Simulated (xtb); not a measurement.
Cl$_{5}$Si$_{2}$, doublet, from a rough starting geometry; GFN2-xTB run with xtb.

The xtb input:
```
$ xtb mol.xyz --gfn 2 --uhf 1 --opt vtight --json

# file mol.xyz
7

Cl     1.91128087    -1.88145905    -0.78411099
Si     1.29974348    -0.00581254    -0.53052981
Cl     2.58277560     0.79097809     0.87485152
Si    -0.89998321     0.21826955     0.01559497
Cl    -1.73134453    -0.76573409     1.71861023
Cl    -1.31365126     2.14454461     0.28245735
Cl    -1.90933388    -0.46558131    -1.55233565
```

It wrote (shortened):

```
   ID    Z sym.   atoms
    1   17 Cl     1, 3, 5-7
    2   14 Si     2, 4

           -------------------------------------------------
          |                Calculation Setup                |
           -------------------------------------------------

           -------------------------------------------------
          |                 G F N 2 - x T B                 |
           -------------------------------------------------

          ...................................................
          :                      SETUP                      :
          :.................................................:
          :  # basis functions                  70          :
          :  # atomic orbitals                  63          :
          :  # shells                           21          :
          :  # electrons                        43          :
          :  max. iterations                   250          :
          :  Hamiltonian                  GFN2-xTB          :
          :  restarted?                      false          :
          :  GBSA solvation                  false          :
          :  PC potential                    false          :
          :  electronic temp.          300.0000000     K    :
          :  accuracy                    1.0000000          :
          :  -> integral cutoff          0.2500000E+02      :
          :  -> integral neglect         0.1000000E-07      :
          :  -> SCF convergence          0.1000000E-05 Eh   :
          :  -> wf. convergence          0.1000000E-03 e    :
          :  Broyden damping             0.4000000          :
          :  net charge                          0          :
          :  unpaired electrons                  1          :
          ...................................................

 iter      E             dE          RMSdq      gap      omega  full diag
   1    -26.3029336 -0.263029E+02  0.750E+00    2.83       0.0  T
   2    -26.3747981 -0.718645E-01  0.476E+00    2.59       1.0  T
   3    -26.3967858 -0.219877E-01  0.274E+00    2.87       1.0  T
   4    -26.3844622  0.123236E-01  0.223E+00    2.63       1.0  T
   5    -26.4131391 -0.286768E-01  0.104E+00    2.82       1.0  T
   6    -26.4136959 -0.556798E-03  0.780E-01    2.85       1.0  T
   7    -26.4157127 -0.201679E-02  0.251E-01    2.86       1.0  T
   8    -26.4158248 -0.112172E-03  0.162E-01    2.86       1.0  T
   9    -26.4158898 -0.649590E-04  0.773E-02    2.86       1.0  T
  10    -26.4158309  0.589398E-04  0.145E-01    2.86       1.0  T
  11    -26.4159045 -0.736479E-04  0.651E-02    2.86       1.0  T
  12    -26.4159199 -0.153804E-04  0.225E-02    2.86       1.7  T
  13    -26.4159218 -0.190941E-05  0.114E-02    2.86       3.3  T
  14    -26.4159223 -0.498545E-06  0.421E-03    2.86       9.0  T
  15    -26.4159223 -0.416071E-07  0.333E-03    2.86      11.4  T
  16    -26.4159224 -0.320146E-07  0.161E-03    2.86      23.5  T
  17    -26.4159224 -0.672432E-08  0.746E-04    2.86      50.7  T
  18    -26.4159224 -0.165866E-08  0.479E-04    2.86      78.9  T

   *** convergence criteria satisfied after 18 iterations ***

         :::::::::::::::::::::::::::::::::::::::::::::::::::::
         ::                     SUMMARY                     ::
         :::::::::::::::::::::::::::::::::::::::::::::::::::::
         :: total energy             -26.373159490561 Eh    ::
         :: gradient norm              0.039100454970 Eh/a0 ::
         :: HOMO-LUMO gap              2.858042211504 eV    ::
         ::.................................................::
         :: SCC energy               -26.415894068376 Eh    ::
         :: -> isotropic ES            0.041079317028 Eh    ::
         :: -> anisotropic ES         -0.002987508430 Eh    ::
         :: -> anisotropic XC         -0.003321686322 Eh    ::
         :: -> dispersion             -0.012114314247 Eh    ::
         :: repulsion energy           0.042734577816 Eh    ::
         :: add. restraining           0.000000000000 Eh    ::
         :: total charge               0.000000000000 e     ::
         :::::::::::::::::::::::::::::::::::::::::::::::::::::

      -----------------------------------------------------------
     |                   =====================                   |
     |                        A N C O P T                        |
     |                   =====================                   |
     |               Approximate Normal Coordinate               |
     |                Rational Function Optimizer                |
      -----------------------------------------------------------
      -----------------------------------------------------------
     |                   =====================                   |
     |                        A N C O P T                        |
     |                   =====================                   |
     |               Approximate Normal Coordinate               |
     |                Rational Function Optimizer                |
      -----------------------------------------------------------

          ...................................................
          :                      SETUP                      :
          :.................................................:
          :   optimization level         verytight          :
          :   max. optcycles                   200          :
          :   ANC micro-cycles                  20          :
          :   degrees of freedom                15          :
          :.................................................:
          :   RF solver                   davidson          :
          :   write xtbopt.log                true          :
          :   linear?                        false          :
          :   energy convergence         0.1000000E-06 Eh   :
          :   grad. convergence          0.2000000E-03 Eh/α :
          :   maxmium RF displ.          1.0000000          :
[...]
 * total energy  :   -26.3766792 Eh     change       -0.2551848E-06 Eh
 * total energy  :   -26.3766795 Eh     change       -0.2448283E-06 Eh
 * total energy  :   -26.3766797 Eh     change       -0.2239924E-06 Eh
 * total energy  :   -26.3766799 Eh     change       -0.1980385E-06 Eh
 * total energy  :   -26.3766801 Eh     change       -0.1867827E-06 Eh
 * total energy  :   -26.3766803 Eh     change       -0.1805364E-06 Eh
 * total energy  :   -26.3766804 Eh     change       -0.1614527E-06 Eh
 * total energy  :   -26.3766806 Eh     change       -0.1467984E-06 Eh
 * total energy  :   -26.3766807 Eh     change       -0.1357311E-06 Eh
 * total energy  :   -26.3766808 Eh     change       -0.1249939E-06 Eh
 * total energy  :   -26.3766810 Eh     change       -0.1138662E-06 Eh
 * total energy  :   -26.3766811 Eh     change       -0.1039358E-06 Eh
 * total energy  :   -26.3766812 Eh     change       -0.9692106E-07 Eh
   *** GEOMETRY OPTIMIZATION CONVERGED AFTER 39 ITERATIONS ***
[...]
   3    -26.4147898 -0.343405E-10  0.145E-04    2.86     261.4  T

   *** convergence criteria satisfied after 3 iterations ***

         :::::::::::::::::::::::::::::::::::::::::::::::::::::
         ::                     SUMMARY                     ::
         :::::::::::::::::::::::::::::::::::::::::::::::::::::
         :: total energy             -26.376681155052 Eh    ::
         :: gradient norm              0.000029183899 Eh/a0 ::
         :: HOMO-LUMO gap              2.860857669449 eV    ::
         ::.................................................::
         :: SCC energy               -26.414761874139 Eh    ::
         :: -> isotropic ES            0.040283612351 Eh    ::
         :: -> anisotropic ES         -0.002680851094 Eh    ::
         :: -> anisotropic XC         -0.002987418667 Eh    ::
         :: -> dispersion             -0.012160699754 Eh    ::
         :: repulsion energy           0.038080719087 Eh    ::
         :: add. restraining           0.000000000000 Eh    ::
         :: total charge               0.000000000000 e     ::
         :::::::::::::::::::::::::::::::::::::::::::::::::::::

           -------------------------------------------------
          |                Property Printout                |
           -------------------------------------------------

    * Orbital Energies and Occupations

         #    Occupation            Energy/Eh            Energy/eV
      -------------------------------------------------------------
         1        2.0000           -1.0937709             -29.7630
       ...           ...                  ...                  ...
        10        2.0000           -0.4896686             -13.3246
        11        2.0000           -0.4858229             -13.2199
        12        2.0000           -0.4708258             -12.8118
        13        2.0000           -0.4677925             -12.7293
        14        2.0000           -0.4661890             -12.6856
        15        2.0000           -0.4637487             -12.6192
        16        2.0000           -0.4583299             -12.4718
        17        2.0000           -0.4538735             -12.3505
        18        2.0000           -0.4530689             -12.3286
        19        2.0000           -0.4502642             -12.2523
        20        2.0000           -0.4492231             -12.2240
        21        2.0000           -0.4287801             -11.6677
        22        1.0000           -0.3432201              -9.3395 (HOMO)
        23                         -0.2380855              -6.4786 (LUMO)
        24                         -0.2331123              -6.3433
        25                         -0.1832575              -4.9867
        26                         -0.1807949              -4.9197
        27                         -0.1705505              -4.6409
        28                         -0.1515316              -4.1234
        29                         -0.0684047              -1.8614
        30                         -0.0583705              -1.5883
        31                         -0.0565854              -1.5398
        32                         -0.0314048              -0.8546
        33                         -0.0270944              -0.7373
       ...                                ...                  ...
        63                          0.8597811              23.3958
      -------------------------------------------------------------
                  HL-Gap            0.1051346 Eh            2.8609 eV
             Fermi-level           -0.3383264 Eh           -9.2063 eV

     #   Z          covCN         q      C6AA      α(0)
     1  17 Cl       0.810    -0.181   104.738    15.656
     2  14 Si       2.550     0.435   178.316    29.289
     3  17 Cl       0.810    -0.181   104.730    15.655
     4  14 Si       3.352     0.492   112.313    21.138
     5  17 Cl       0.817    -0.148   103.669    15.576
     6  17 Cl       0.816    -0.208   105.623    15.722
     7  17 Cl       0.816    -0.208   105.620    15.722

 Mol. C6AA /au·bohr⁶  :       5543.734277
 Mol. C8AA /au·bohr⁸  :     278693.333444
 Mol. α(0) /au        :        128.757365

Wiberg/Mayer (AO) data.
largest (>0.10) Wiberg bond orders for each atom

 ---------------------------------------------------------------------------
     #   Z sym  total        # sym  WBO       # sym  WBO       # sym  WBO
 ---------------------------------------------------------------------------
     1  17 Cl   1.309 --     2 Si   1.195
     2  14 Si   3.331 --     3 Cl   1.195     1 Cl   1.195     4 Si   0.817
     3  17 Cl   1.309 --     2 Si   1.195
     4  14 Si   4.275 --     5 Cl   1.153     7 Cl   1.103     6 Cl   1.103
                             2 Si   0.817
     5  17 Cl   1.336 --     4 Si   1.153
     6  17 Cl   1.244 --     4 Si   1.103
     7  17 Cl   1.245 --     4 Si   1.103
 ---------------------------------------------------------------------------

Topologies differ in total number of bonds
Writing topology from bond orders to xtbtopo.mol

molecular dipole:
                 x           y           z       tot (Debye)
 q only:        0.483       0.126      -0.388
   full:        0.027      -0.023       0.026       0.112
molecular quadrupole (traceless):
                xx          xy          yy          xz          yz          zz
 q only:       -2.657       2.328      -0.760      -3.312      -2.670       3.418
  q+dip:       -0.390       0.752      -1.148      -1.877      -2.054       1.538
   full:       -0.283       0.451      -0.864      -1.284      -1.629       1.147

optimized geometry written to: xtbopt.xyz

           -------------------------------------------------
          | TOTAL ENERGY              -26.376681155052 Eh   |
          | GRADIENT NORM               0.000029183899 Eh/α |
          | HOMO-LUMO GAP               2.860857669449 eV   |
           -------------------------------------------------

normal termination of xtb
```
